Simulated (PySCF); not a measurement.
Ligands exchanged one at a time, Ga F-OH. Gas-phase values, no solvent. One relaxed conformer stands for each flexible species; it need not be the lowest. Strings in code marks are SMILES.

The T1 excitation (TDA) from two functionals at the same geometries (PBE0-D4/def2-TZVP), both in PySCF: PBE-D3(BJ)/def2-TZVP and PBE0-D4/def2-TZVP. Excitations are Tamm–Dancoff values on a coarser integration grid. The basis has no diffuse functions, so Rydberg states are missing or too high.

```
species                                                                                        PBE-D3(BJ)/def2-TZVP (eV)
---------------------------------------------------------------------------------------------  -------------------------
0 of 3 F replaced by OH                                                                                             6.11
1 of 3 F replaced by OH (`[OH][Ga]([F])[F]` (H–O–Ga–F torsion 180°))                                                5.21
2 of 3 F replaced by OH (`[Ga]([F])([OH])[OH]` (H–O–Ga–F torsion 0°, F–Ga–O–H torsion -180°))                       5.12
3 of 3 F replaced by OH (`[Ga]([OH])([OH])[OH]`)                                                                    5.19
```

Question: What does PBE0-D4/def2-TZVP give for each?

Answer: 
- 0 of 3 F replaced by OH: 7.17
- 1 of 3 F replaced by OH (`[OH][Ga]([F])[F]` (H–O–Ga–F torsion 180°)): 5.95
- 2 of 3 F replaced by OH (`[Ga]([F])([OH])[OH]` (H–O–Ga–F torsion 0°, F–Ga–O–H torsion -180°)): 5.89
- 3 of 3 F replaced by OH (`[Ga]([OH])([OH])[OH]`): 6.02
Over these rows, drawn at random from the members with no instability flagged (it was tested for open shells, ions and some series alone), PBE minus PBE0-D4: mean -0.85 eV, from -1.06 eV to -0.74 eV.
